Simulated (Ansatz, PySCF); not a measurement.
iodoethene (C2H3I), SMILES IC=C. Atoms are numbered in the order given.

```xyz
6

C      0.3380    -2.4425     0.0000
C     -0.5303    -1.4479     0.0000
I      0.0172     0.5800     0.0000
H      1.4083    -2.2876     0.0000
H     -0.0193    -3.4662     0.0000
H     -1.6018    -1.5858     0.0000
```
Charge 0, spin multiplicity 1.

The structure is a stationary point at B3LYP-D3(BJ)/def2-TZVP. The def2 effective core potentials stand for the cores of I; spin–orbit coupling is left out.

Two levels are set side by side: PBE-D3(BJ)/def2-TZVP (Ansatz, a quantum-chemistry and plane-wave program) and B3LYP-D3(BJ)/def2-TZVP (Ansatz). Each level has its own optimised geometry; the coordinates shown are those of the second. Frequencies come from the Hessian of PySCF at each geometry. Differences are taken from unrounded values.

```json
[
 {"quantity": "mean bond length (Å)", "B3LYP-D3(BJ)": "1.333", "PBE-D3(BJ)": "1.340", "PBE-D3(BJ) minus B3LYP-D3(BJ)": "0.007"},
 {"quantity": "bond C1–C2 (Å)", "B3LYP-D3(BJ)": "1.320", "PBE-D3(BJ)": "1.330", "PBE-D3(BJ) minus B3LYP-D3(BJ)": "0.009"},
 {"quantity": "bond C2–I3 (Å)", "B3LYP-D3(BJ)": "2.101", "PBE-D3(BJ)": "2.098", "PBE-D3(BJ) minus B3LYP-D3(BJ)": "-0.003"},
 {"quantity": "bond C1–H4 (Å)", "B3LYP-D3(BJ)": "1.081", "PBE-D3(BJ)": "1.090", "PBE-D3(BJ) minus B3LYP-D3(BJ)": "0.009"},
 {"quantity": "bond C1–H5 (Å)", "B3LYP-D3(BJ)": "1.084", "PBE-D3(BJ)": "1.093", "PBE-D3(BJ) minus B3LYP-D3(BJ)": "0.009"},
 {"quantity": "bond C2–H6 (Å)", "B3LYP-D3(BJ)": "1.080", "PBE-D3(BJ)": "1.089", "PBE-D3(BJ) minus B3LYP-D3(BJ)": "0.009"},
 {"quantity": "highest harmonic wavenumber (cm⁻¹)", "B3LYP-D3(BJ)": "3228", "PBE-D3(BJ)": "3163", "PBE-D3(BJ) minus B3LYP-D3(BJ)": "-64"},
 {"quantity": "mean harmonic wavenumber (cm⁻¹)", "B3LYP-D3(BJ)": "1520", "PBE-D3(BJ)": "1476", "PBE-D3(BJ) minus B3LYP-D3(BJ)": "-44"},
 {"quantity": "zero-point energy (kcal/mol)", "B3LYP-D3(BJ)": "26.08", "PBE-D3(BJ)": "25.32", "PBE-D3(BJ) minus B3LYP-D3(BJ)": "-0.75"}
]
```

GGA bonds tend to be longer and softer than those of functionals with exact exchange. Differences between two approximate levels are no errors against the true value.
